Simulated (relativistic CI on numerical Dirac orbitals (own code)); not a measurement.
**Rh33+: sensitivity of the levels to the model**

Base calculation: Dirac-Coulomb-Breit CI, KLI orbitals optimised for each configuration, QED by a radiative potential, unscaled Slater integrals.

Configurations in the expansion (outside the closed core [Ne]): 3s², 3s3p, 3p², 3s3d, 3d², 3p3d, 3p4s, 3d4s, 3s4s, 3s4p, 3s4d, 3s4f, 3s5s, 3s5p, 3s5d, 3s5f. Levels of other configurations are missing.

Variants: (1) configuration mixing switched off. Shifts of the energy above 3s² ¹S0, in eV, for the lowest level and the first level of each name with at least 55 % of one term (blank where a level changes its place among those of its configuration and J or its character, or is not in the variant):

```
    Level     Base    Δ(1)
  3s² ¹S0    0.000   0.000
3s3p ³P°0   66.545  -3.130
3s3p ³P°1   72.299  -2.791
3s3p ³P°2  102.618  -3.076
3s3p ¹P°1  125.172  -0.335
  3p² ³P0  160.534  -3.397
  3p² ¹D2  189.297  +3.249
  3p² ³P1  190.177  -2.987
 3s3d ³D1  217.821  -3.584
 3s3d ³D3  225.355  -3.586
  3p² ¹S0  242.545  -2.783
 3s3d ¹D2  248.550        
3p3d ³F°2  289.640  -3.538
3p3d ³F°3  304.947  -3.486
3p3d ³D°1  307.055  -4.384
3p3d ³F°4  333.078  -3.509
3p3d ³D°3  337.550  -3.512
3p3d ³P°0  338.062  -4.029
3p3d ³P°1  338.315  -3.939
3p3d ¹F°3  356.132  -3.159
3p3d ¹P°1  361.442  -6.355
  3d² ³F2  440.999  -3.728
```

At this charge energies of transitions that change n are usually good to better than 1 %, and those within a shell (Δn = 0) to a few per cent.

Ionisation energy from the two ground configurations alone: base 2056.29 eV. The NIST ASD value (semi-empirical) is 2063 eV.

LS names give the leading component of a level, which can be under half, so a name can repeat, a term be missing and a line seem to break the LS rules.
